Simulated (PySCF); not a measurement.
Isomers of CH6B2O. Gas-phase values, no solvent. One relaxed conformer stands for each flexible species; it need not be the lowest. Strings in code marks are SMILES.

The numbers are results of PBE-D3(BJ)/def2-TZVP // B3LYP-D3(BJ)/def2-TZVP (PySCF), not measurements. All candidates: neutral, multiplicity 1. Excitations are Tamm–Dancoff values on a coarser integration grid. The basis has no diffuse functions, so Rydberg states are missing or too high.

```json
{
  "HOMO–LUMO gap": "5.60 eV",
  "T1 excitation (TDA)": "5.22 eV",
  "HOMO": "-7.23 eV"
}
```

Say which member has these values.
(A) `BBOC`
(B) `BOBC`
(C) `BB(C)O`
(D) `BCBO`

B, `BOBC`. The others give `BBOC`: 3.47 eV, 3.01 eV, -6.36 eV; `BCBO`: 4.81 eV, 4.50 eV, -7.32 eV; `BB(C)O`: 3.77 eV, 3.29 eV, -6.44 eV
